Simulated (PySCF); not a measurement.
Tc(O)3(Me) (CH₃O₃Tc), SMILES [CH3][Tc](=[O])(=[O])=[O], multiplicity 1. Geometry: PBE-D3(BJ)/def2-SVP. The multiplicity is an assumed one; other spin states were not compared. The def2 effective core potentials stand for the cores of Tc; spin–orbit coupling is left out.

Computed equilibrium geometry at PBE-D3(BJ)/def2-SVP (PySCF confirms it by a frequency run) as a Z-matrix, and its point group:
point group C3v.
```
Tc
O 1 1.6906
O 1 1.6906 2 112.42
O 1 1.6906 2 112.42 3 -128.05
C 1 2.0719 2 106.34 4 -115.98
H 5 1.1081 1 108.54 2 60.00
H 5 1.1081 6 110.38 1 -118.85
H 5 1.1081 6 110.38 7 -122.31
```
Charge 0, spin multiplicity 1.
